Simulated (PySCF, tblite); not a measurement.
Isomers of C5H5N2 (doublet state). All values are computed: GFN2-xTB (tblite) harmonic vibrations without scaling, gas phase. Errors from tens to a few hundred cm⁻¹ against measured bands are possible. One conformer each. Open shells enter through the occupations alone, without spin polarisation, and single modes of such species can be off by tens of per cent.

Electronic energies: B3LYP/pcH-1 single points on the GFN2-xTB geometries (PySCF, gas phase).

| SMILES | electronic energy, lowest = 0 (kcal/mol) |
| --- | --- |
| C=NC(=C)[CH]C#N | 0.0 |
| [H]/[C]=C(/CC#N)N=C | 32.4 |
| [CH2][C@@H]1CN=C1C#N | 29.4 |

Problem. How do GFN2-xTB zero-point energies change the relative energies?

Solution. 
```csv
SMILES,ZPE (kcal/mol),of it from modes above 1550 cm⁻¹,electronic (kcal/mol),"with ZPE, lowest = 0 (kcal/mol)",lowest mode (cm⁻¹),rings
C=NC(=C)[CH]C#N,52.7,27.7,0.0,0.0,113,0
[CH2][C@@H]1CN=C1C#N,53.5,27.5,29.4,30.2,106,1
[H]/[C]=C(/CC#N)N=C,52.5,29.9,32.4,32.2,43,0
```

The zero-point energies span 1.0 kcal/mol, from `[H]/[C]=C(/CC#N)N=C` to `[CH2][C@@H]1CN=C1C#N`. The order is unchanged.

Problem. And how do the electronic energies of GFN2-xTB itself compare?

Solution. `C=NC(=C)[CH]C#N` 0.0; `[CH2][C@@H]1CN=C1C#N` 20.4; `[H]/[C]=C(/CC#N)N=C` 31.6 kcal/mol, lowest = 0. Against the energies above, taken from the same isomer `C=NC(=C)[CH]C#N`, the largest difference is 9.0 kcal/mol.

Problem. What do entropy and thermal enthalpy add at 298.15 K and 1 bar (rigid rotor, harmonic oscillator, one conformer each)?

Solution. 
```tsv
SMILES	point group	symmetry number	S (cal/(mol K))	H − H(0) (kcal/mol)	ZPE + H − H(0) − TS (kcal/mol)
C=NC(=C)[CH]C#N	C1	1	85.3	5.29	32.6
[CH2][C@@H]1CN=C1C#N	C1	1	83.4	5.02	33.6
[H]/[C]=C(/CC#N)N=C	C1	1	87.9	5.43	31.7
```

S holds R ln(2S + 1) for the spin.
